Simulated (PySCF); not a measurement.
## How methods differ on the excitation energy of Tc²⁺

Tc²⁺ [Kr] 4d5 (6S) → Tc²⁺ [Kr] 4d4 5p1 (high-spin determinant), as a difference of total energies. Computed with PySCF 2.14 in x2c-TZVPPall (8s6p6d2f1g, 79 functions), with scalar relativity by spin-free X2C-1e. Correlated levels: valence: [Kr] frozen; valence and next inner shell: [Ar] 3d10 frozen. The calculations carry no spin-orbit coupling.

| method | excitation energy (eV) |
| --- | --- |
| UHF | 11.214 |
| LDA | 11.060 |
| PBE | 11.037 |
| PBE0 | 11.259 |
| r2SCAN | 11.304 |
| BHandHLYP | 11.243 |
| B97-3 | 11.226 |
| B2PLYP | 11.238 |
| r2SCAN0 | 11.430 |
| MP2 (valence) | 11.513 |
| SCS-MP2 (valence) | 11.314 |
| MP2 (valence and next inner shell) | 11.571 |
| SCS-MP2 (valence and next inner shell) | 11.434 |

Problem. How much does correlation contribute at MP2 (valence and next inner shell)?

Solution. 11.571 − (11.214) = 0.357 eV, measured against UHF.

A first-order spin-orbit estimate (lowest level to lowest level, LS coupling) adds -0.282 eV.

The basis was made for the ground configuration and has no added diffuse functions, so the excitation energy can come out too high.

The determinant of the upper state mixes LS terms, which raises its energy above the lowest term, most at the Hartree-Fock and MP2 levels.
